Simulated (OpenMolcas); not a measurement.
Pd4+: moving or changing the point charges

Pd4+ among 6 point charges of -1 e arranged as a tetragonal octahedron (D4h), 1.8 Å from the ion, with the axial distance 1.746 Å.

```json
{
  "Program": "OpenMolcas",
  "Method": "SS-CASPT2, IPEA 0.25 Eh, imaginary shift 0.1 Eh (closed shells correlated: 4s 4p)",
  "Basis": "ANO-RCC-VDZP [6s5p3d1f]",
  "Scalar Hamiltonian": "DKH2, point nucleus",
  "Active space": "6 electrons in 5 orbitals (4d)",
  "State averaging": "2S+1 = 5 even, 5 roots; 2S+1 = 3 even, 45 roots; 2S+1 = 1 even, 50 roots",
  "Spin-orbit coupling": "RASSI with atomic mean-field integrals over the reference wave functions"
}
```

Runs around this geometry, states (labels of D4, the rotations of D4h). Energies in cm-1 above the lowest state or level, χT in cm3 K/mol.

```
R (Å)  q (e)  Axial / equatorial distance  Ground state  First state of that spin  First gap with spin-orbit (degeneracies)  χT at 300 K  First state of another spin
  1.8  -0.65                         0.97           5B2                    5E 380                                 26 (2, 1)        4.673                    3A2 19020
  1.7     -1                         0.97           5B2                    5E 660                                 14 (2, 1)        4.316                    3A2 16250
  1.8     -1                         0.97           5B2                    5E 590                                 19 (2, 1)        4.431                    3A2 17630
 1.88     -1                         0.97           5B2                    5E 530                                 25 (2, 1)        4.537                    3A2 18420
  1.8     -1                         1.05            5E                   5B2 860                                 21 (1, 2)        4.506                     3E 17970
```

Taking the first state of the same spin as R^-n, n = -ln(530 / 660) / ln(1.88 / 1.7) = 2.2 between the shortest and longest distance.

Scaling the charges by -0.65 / -1 = 0.65 scales the first state of the same spin by 380 / 590 = 0.64; with fixed orbitals a first-order splitting would follow the charge.

The ground state changes within this set.

Roots that are degenerate in the reference are averaged as groups; the widest CASPT2 spread within a group is 240 cm-1 (the 3-fold group of multiplicity 3 near 52900 cm-1 above the lowest state of its run, R = 1.88, q = -1, ratio = 0.97). Shifts and gaps below about the spread of the groups concerned are not significant. Point charges give a weaker field than real ligands, and real ions of this kind are as a rule low spin; the high spin found here belongs to the model. Free-ion shares, where given, are those of the reference states; single-state CASPT2 does not remix them. Spin-orbit coupling mixes the spin-free states strongly: the lowest level takes only 54 % from its leading state, 5E, which lies 379 cm-1 above the lowest spin-free state (figures for R = 1.8, q = -0.65, ratio = 0.97; the like holds for R = 1.7, q = -1, ratio = 0.97, R = 1.8, q = -1, ratio = 0.97, R = 1.88, q = -1, ratio = 0.97). The ground term spreads over less than 5000 cm-1, several times less than with real ligands, so orbital moments are less quenched and χT lies further from the spin-only value than at real sites (holds for R = 1.8, q = -0.65, ratio = 0.97). An orbital doublet at a regular site is open to a Jahn-Teller distortion, which this geometry leaves out (holds for R = 1.8, q = -1, ratio = 1.05). Point charges carry no covalency, so the field is a model and not that of real ligands. No measured value stands beside these numbers.
